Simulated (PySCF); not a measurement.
## Dipole response of Pd²⁺ (palladium, charge +2)

[Kr] 4d8, high-spin 3F determinant. Calculation: PySCF 2.14, in aug-cc-pwCVDZ-PP with ECP28MDF (6s6p5d3f, 70 functions); scalar relativity through the core potential. Coupled (time-dependent) response in atomic units; α is the mean over directions. A double-zeta set is small for polarisabilities.

| method | mean α (bohr³) | C₆ (like pair) | S(−4) |
| --- | --- | --- | --- |
| UHF | 5.794 | 29.85 | 7.520 |
| PBE | 6.611 | 34.50 | 11.85 |
| PBE0 | 6.335 | 32.98 | 10.15 |
| M06-L | 6.385 | 33.55 | 10.15 |
| B97-3 | 6.285 | 32.67 | 9.850 |

S(−4) is the Cauchy moment in α(ω) = α(0) + S(−4) ω² + …

Spin-orbit coupling is absent.

α(iu) at M06-L:

```json
{"u (hartree)": "0", "α(iu) (bohr³)": "6.385"}
{"u (hartree)": "0.0500", "α(iu) (bohr³)": "6.360"}
{"u (hartree)": "0.100", "α(iu) (bohr³)": "6.287"}
{"u (hartree)": "0.200", "α(iu) (bohr³)": "6.023"}
{"u (hartree)": "0.300", "α(iu) (bohr³)": "5.664"}
{"u (hartree)": "0.500", "α(iu) (bohr³)": "4.891"}
{"u (hartree)": "0.750", "α(iu) (bohr³)": "4.056"}
{"u (hartree)": "1.00", "α(iu) (bohr³)": "3.393"}
{"u (hartree)": "1.50", "α(iu) (bohr³)": "2.432"}
{"u (hartree)": "2.00", "α(iu) (bohr³)": "1.794"}
{"u (hartree)": "3.00", "α(iu) (bohr³)": "1.061"}
{"u (hartree)": "5.00", "α(iu) (bohr³)": "0.4777"}
```

For an ion, C₆ is the dispersion term alone; charge-induced terms of lower order in 1/R come first.

Energies and moments cover only the electrons outside the core potential.
